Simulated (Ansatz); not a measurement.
`N[SiH2][SiH2][SeH]` → 7 H• + N• + Se• + 2 Si•  (atomization)

Computed with Ansatz on PBE0-D4/def2-TZVP structures; ΔE is electronic, products minus reactants. CCSD(T)/CBS adds triple-zeta CCSD(T) − MP2 to the extrapolated MP2 energy (def2 sets, frozen cores). This one scheme is used for every species, atoms too. Functionals use def2-TZVPP. Open shells (•) are unrestricted, without spin–orbit coupling. Spin–orbit coupling would lower the free atoms: a little for Si; clearly for Se. Bonds to Se are less sure, by a few kJ/mol each and by 10 to 20 or more in all where they break to atoms, as the def2 sets lack core-valence functions. Scalar relativity is left out up to krypton. One conformer a species, not always the lowest.

```json
{"level": "PBE-D4", "ΔE (kcal/mol)": "794.5"}
{"level": "PBE0-D4", "ΔE (kcal/mol)": "786.9"}
{"level": "r2SCAN", "ΔE (kcal/mol)": "790.7"}
{"level": "MP2/def2-TZVPP", "ΔE (kcal/mol)": "769.2"}
```

Problem. What does CCSD(T)/CBS give? (An estimate is asked.)

Solution. Ansatz gave: +797.3 kcal/mol. The listed levels differ from it by -2.8, -10.4, -6.6, -28.1 kcal/mol.

Largest T1 diagnostic among the species: 0.012.

The D4 term adds +10.8 kcal/mol with B3LYP and +5.7 kcal/mol with PBE0; it sums over pairs of atoms, weighted by their polarisabilities, and B3LYP, whose exchange is more repulsive, gets the larger term. From PBE to PBE0 (25 % exact exchange), in def2-TZVPP and without D4, ΔE moves by −6.7 kcal/mol: exact exchange takes away binding that semilocal exchange gives to molecules. In def2-TZVPP, CCSD(T) changes the Hartree–Fock value by +203.9 kcal/mol (the triples alone add +10.0 kcal/mol) and MP2 by +201.8 kcal/mol; breaking electron pairs costs correlation energy, which Hartree–Fock lacks.

B3LYP here is the variant with VWN-RPA as its local correlation; programs differ in this.

For atomizations the MP2-based limit and the directly extrapolated one differ by several kJ/mol either way, and by 10 to 25 for some Ge, Se and Sn compounds, so smaller differences from it don't rank the levels.
